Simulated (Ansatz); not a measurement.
Li₂, charge +1, doublet, geometry from GFN2-xTB (such geometries of metal compounds can be far from the true shape) (a state made from the parent by changing its charge; the spin is typed, not shown lowest). Base run: B3LYP/6-31G* in Ansatz (an electronic-structure program).

Geometry (Å):
```xyz
2

Li     0.0000     0.0000    -1.3703
Li     0.0000     0.0000     1.3703
```
Charge +1, spin multiplicity 2.
Orbitals are unrestricted.
All else is at Ansatz's defaults.

Variants of this job, named by their change:

```csv
change,basis functions,E (Eh)
base,30,-14.81908
basis = ANO-RCC-VDZP; relativity = none,28,-14.81744
basis = x2c-TZVPall; relativity = spin-free X2C; nucleus = Gaussian,28,-14.82020
basis = ANO-RCC-VDZP; relativity = spin-free X2C,28,-14.81882
basis = ANO-RCC-VDZP; relativity = spin-free X2C; nucleus = Gaussian,28,-14.81882
basis = cc-pVDZ-DK; relativity = none,28,-14.82105
basis = x2c-TZVPall; relativity = none,28,-14.81872
basis = cc-pVDZ-DK; relativity = spin-free X2C,28,-14.82241
basis = x2c-TZVPall; relativity = spin-free X2C,28,-14.82020
basis = cc-pVDZ-DK; relativity = spin-free X2C; nucleus = Gaussian,28,-14.82241
```

Total energies compare only within one method and basis.

Ansatz warned in this series: the basis is contracted for relativity, which the run leaves out.

Basis sets contracted for a relativistic Hamiltonian are a mismatch without it, so the rows without relativity aren't non-relativistic limits. No row has spin-orbit coupling; sets with core potentials leave out the core electrons.
